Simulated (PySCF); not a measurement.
## Working with the constants of InN⁻

ROHF-MP2 constants of InN⁻, ²Π (doublet), unpaired electrons π ↑ (PySCF, scalar-relativistic core potentials, basis sets In aug-cc-pVDZ-PP with ECP28, N aug-cc-pVDZ; masses 114.9039 and 14.0031 u):

- ωe: 545.6 cm⁻¹
- ωexe: 2.85 cm⁻¹
- Be: 0.30936 cm⁻¹
- αe: 0.00239 cm⁻¹
- D (centrifugal): 3.98e-07 cm⁻¹
- De to In⁻ + N: 2.44 eV

(1) Give the vibrational terms G(v) and spacings up to v = 6.

(2) How well does the Morse estimate ωe²/(4ωexe) reproduce De, and what is D0?

Correlated steps freeze 5 core orbitals. Correlated levels converge slowly with the basis: in double zeta they bind strong bonds too weakly, by up to about 1 eV, and carry superposition errors of some tenths. These are scalar-relativistic numbers at best; spin–orbit coupling would shift them, the dissociation energy most. For an ion De counts to the pair picked by the measured ionisation energies or electron affinities, which need not be the lowest pair at this level. The state is the lowest determinant that a PBE0 search found; another state may lie lower at other levels.

Results:

(1) G(v) = ωe(v+½) − ωexe(v+½)².

```json
{"v": "0", "G(v) (cm⁻¹)": "272", "G(v) − G(v−1)": "", "Bv (cm⁻¹)": "0.3082"}
{"v": "1", "G(v) (cm⁻¹)": "812", "G(v) − G(v−1)": "540", "Bv (cm⁻¹)": "0.3058"}
{"v": "2", "G(v) (cm⁻¹)": "1346", "G(v) − G(v−1)": "534", "Bv (cm⁻¹)": "0.3034"}
{"v": "3", "G(v) (cm⁻¹)": "1875", "G(v) − G(v−1)": "529", "Bv (cm⁻¹)": "0.3010"}
{"v": "4", "G(v) (cm⁻¹)": "2397", "G(v) − G(v−1)": "523", "Bv (cm⁻¹)": "0.2986"}
{"v": "5", "G(v) (cm⁻¹)": "2915", "G(v) − G(v−1)": "517", "Bv (cm⁻¹)": "0.2962"}
{"v": "6", "G(v) (cm⁻¹)": "3426", "G(v) − G(v−1)": "511", "Bv (cm⁻¹)": "0.2938"}
```

(2) It gives 3.24 eV, 133 % of the computed De. D0 = De − G(0) = 2.44 − 0.03 = 2.41 eV.
